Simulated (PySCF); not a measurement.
**Polarisability and C₆ of Ti (titanium, neutral)**

[Ar] 3d2 4s2, high-spin 3F determinant. Computed with PySCF 2.14 in aug-cc-pwCVTZ, with the non-relativistic Hamiltonian (point nucleus). Coupled (time-dependent) response in atomic units; α is the mean over directions.

```tsv
method	mean α (bohr³)	C₆ (like pair)	S(−4)
UHF	164.4	1793	220200
PBE	106.8	1243	6110
```

S(−4) is the Cauchy moment in α(ω) = α(0) + S(−4) ω² + …

Reference α: 87 ± 10 bohr³ (recommended; Schwerdtfeger and Nagle, table of static dipole polarizabilities (2023 update)). Published C₆: 1044 (Chu and Dalgarno (2004); Tang, Norbeck and Certain (1976)).

Hartree-Fock lies above the reference because it lacks correlation, which contracts the outer shell.

α(iu) at UHF:

```tsv
u (hartree)	α(iu) (bohr³)
0	164.4
0.0500	113.0
0.100	79.51
0.200	38.75
0.300	22.20
0.500	10.57
0.750	5.988
1.00	4.066
1.50	2.361
2.00	1.579
3.00	0.8593
5.00	0.3757
```
